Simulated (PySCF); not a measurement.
MI cations for M along group 13

HF with double-zeta basis sets in PySCF, for the lowest determinant that a PBE0 search found; no spin–orbit coupling. De refers to high-spin ground-configuration atoms (the charge goes to the atom of lower measured ionisation energy or higher electron affinity, which is not always the lowest computed limit). A positive dipole points towards I; it is taken about the centre of mass and depends on that origin.

| M | basis | reference | charged atom | state (unpaired electrons) | Re (Å) | ωe (cm⁻¹) | De (eV) | μ (D) |
| --- | --- | --- | --- | --- | --- | --- | --- | --- |
| B | x2c-SVPall | UHF | B+ | doublet (σ ↑) | 1.966 | 811 | 2.21 | -3.81 |
| Al | def2-SVP | UHF | Al+ | doublet (σ ↑) | 2.401 | 384 | 0.53 | -8.25 |
| Tl | def2-SVP | UHF | Tl+ | doublet (π ↑) | 3.755 | 42.7 | n/a | -4.77 |

The shortest bond is that of BI⁺ (1.966 Å), the longest that of TlI⁺ (3.755 Å).

The rows differ in basis set, which adds steps of its own.

The state changes along the series, so neighbouring rows are not always alike in their bonding.

Spin–orbit coupling is left out, which matters for elements this heavy, above all for dissociation energies. For an ion De counts to the pair picked by the measured ionisation energies or electron affinities, which need not be the lowest pair at this level. Hartree–Fock leaves out correlation, which carries a large part of most bond energies and some tenths to 1 eV of ionisation energies. States were picked by a PBE0 search and need not be the measured ground states.
